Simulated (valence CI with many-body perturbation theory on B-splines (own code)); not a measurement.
The numbers below are computed, except where a source is named.
# Hyperfine factors and g values of S10+

Level of theory: relativistic CI+MBPT: four valence electrons over a frozen Dirac-Fock core [He], a basis of 11 s, 11 p, 10 d, 8 f, 5 g, 2 h functions for each j, with the one-electron correlation potential Σ1, the two-electron term Σ2, the three-electron term Σ3, Breit, model QED; selected CI, second order for the rest, scaled by the run's own slope (own B-spline code, finite nucleus).

No measured levels were compared; by estimate levels of excited configurations hold to 0.05 to 0.15 % of their energy, terms of the ground configuration to about 0.5 %. Among the levels kept, up to 880 cm⁻¹ of a level comes from second order outside the variational space, and about a tenth of that is noise between levels of different J, which matters for small intervals.

A/g_I is the dipole constant over the nuclear g factor μ/I (μ in nuclear magnetons, uniformly magnetised nucleus), B/Q the quadrupole constant per barn. Both hold the static response of the core; the bare values leave it out. Large factors of s and p1/2 electrons are usually good to 5 to 10 %; those of open d and f shells near neutrality can be off by tens of per cent, and small factors of p3/2, d and f electrons come from cancelling terms and can be off by a factor of two or in sign, in half-filled shells by more. B is blank for J = 1/2, where it vanishes, and for nearly pure S terms. Energies count from the lowest level. Levels with J = 0 are left out.

Names give the largest LS component (configuration and term), which can be under half, so a name can repeat, a term be missing and a line seem to break the LS rules; names also repeat where a configuration has a term twice.

| Level | E (cm⁻¹) | g | A/g_I (MHz) | A/g_I bare | B/Q (MHz/b) | B/Q bare |
| --- | --- | --- | --- | --- | --- | --- |
| 2s2 2p2 3P_1 | 5202 | 1.500 | -217 | 608 | 4880 | 4920 |
| 2s2 2p2 3P_2 | 12384 | 1.494 | 6740 | 7460 | -9540 | -9610 |
| 2s2 2p2 1D_2 | 67335 | 1.005 | 9710 | 9720 | 19100 | 19300 |
| 2s 2p3 5S°_2 | 185980 | 2.000 | 22500 | 23100 |  |  |
| 2s 2p3 3D°_2 | 355140 | 1.170 | 14000 | 13800 | 3830 | 3860 |
| 2s 2p3 3D°_3 | 355420 | 1.333 | 23600 | 23300 | -89.2 | -94.9 |
| 2s 2p3 3D°_1 | 355430 | 0.506 | -15200 | -14600 | 1930 | 1940 |
| 2s 2p3 3P°_1 | 417190 | 1.493 | 33200 | 32700 | -2030 | -2050 |
| 2s 2p3 3P°_2 | 417620 | 1.495 | 26800 | 26300 | -3750 | -3770 |
| 2s 2p3 1D°_2 | 530600 | 1.000 | 10300 | 10300 | -341 | -329 |
| 2s 2p3 3S°_1 | 535590 | 1.986 | -24300 | -20800 |  |  |
| 2s 2p3 1P°_1 | 593020 | 1.012 | 9320 | 9390 | 256 | 251 |
| 2p4 3P_2 | 811930 | 1.495 | 4290 | 5580 | 9090 | 9160 |
| 2p4 3P_1 | 820750 | 1.500 | -1580 | -197 | -4630 | -4670 |
| 2p4 1D_2 | 868790 | 1.004 | 10400 | 10400 | -18600 | -18700 |
| 2s2 2p 3s 3P°_1 | 2320200 | 1.467 | 22800 | 22500 | -4150 | -4180 |
| 2s2 2p 3s 3P°_2 | 2330500 | 1.500 | 10400 | 10600 | 10200 | 10300 |
| 2s2 2p 3s 1P°_1 | 2344900 | 1.032 | 5050 | 5510 | 9260 | 9330 |
| 2s2 2p 3p 1P_1 | 2408300 | 0.869 | 14600 | 14400 | -3740 | -3770 |
| 2s2 2p 3p 3D_1 | 2418300 | 0.689 | 5380 | 5040 | 1920 | 1930 |
| 2s2 2p 3p 3D_2 | 2420300 | 1.169 | 7580 | 7680 | 4820 | 4860 |
| 2s2 2p 3p 3D_3 | 2429000 | 1.333 | 3780 | 4110 | 12800 | 12900 |
| 2s2 2p 3p 3S_1 | 2435800 | 1.853 | -1490 | -573 | -365 | -368 |
| 2s2 2p 3p 3P_1 | 2444200 | 1.587 | 5250 | 5850 | 3590 | 3620 |
| 2s2 2p 3p 3P_2 | 2447400 | 1.488 | 6090 | 6520 | -4690 | -4720 |
| 2s2 2p 3p 1D_2 | 2475600 | 1.008 | 6150 | 6190 | 12300 | 12400 |
| 2s 2p2 3s 5P_1 | 2514300 | 2.500 | 41300 | 40900 | -1030 | -1040 |
| 2s 2p2 3s 5P_2 | 2518900 | 1.833 | 24200 | 24100 | 10300 | 10400 |
| 2s2 2p 3d 3F°_2 | 2523100 | 0.756 | 7820 | 7600 | 1840 | 1870 |
| 2s 2p2 3s 5P_3 | 2524900 | 1.666 | 24200 | 24100 | -10400 | -10500 |
| 2s2 2p 3d 3F°_3 | 2529400 | 1.089 | 4430 | 4440 | 5310 | 5360 |
| 2s2 2p 3d 1D°_2 | 2532000 | 0.941 | 229 | 113 | -5590 | -5620 |

**Question.** Take the isotope of mass number 33, with I = 3/2, μ = 0.64325 μN and Q = -0.0694 b. What is the hyperfine structure of 2s 2p3 3D°_1?

**Answer.** From the table A = -6520 MHz, B = -134 MHz. Shifts from the centre of gravity in MHz: F = 1/2: 16100, F = 3/2: 6650, F = 5/2: -9810.
